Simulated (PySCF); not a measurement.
## Ionisation energy of Lu⁵³⁺ by level of theory

Lu⁵³⁺ [Ar] (1S) → Lu⁵⁴⁺ [Ne] 3s2 3p5 (2P), as a difference of total energies. Calculation: PySCF 2.14, in an uncontracted even-tempered set (17 s from 13 bohr⁻², ratio 2.5; 12 p from 17 bohr⁻², ratio 2.5; 4 d from 71 bohr⁻², ratio 2.7; 4 f from 110 bohr⁻², ratio 2.7); the spin-free X2C one-electron Hamiltonian (Gaussian nucleus). Correlated levels: outer shells: 1s2 frozen; virtual orbitals above 40 to 60 times the deepest correlated orbital energy dropped. The calculations carry no spin-orbit coupling.

```tsv
method	ionisation energy (eV)
UHF	5260.2
MP2 (outer shells)	5261.3
SCS-MP2 (outer shells)	5261.2
CCSD (outer shells)	5261.3
CCSD(T) (outer shells)	5261.3
```

A first-order spin-orbit estimate (lowest level to lowest level, LS coupling) adds -88.491 eV.

Breit and QED terms and the two-electron picture change are absent.

For comparison: 5168 ± 5 eV (theoretical estimate listed by NIST; NIST Atomic Spectra Database, ionization energies).
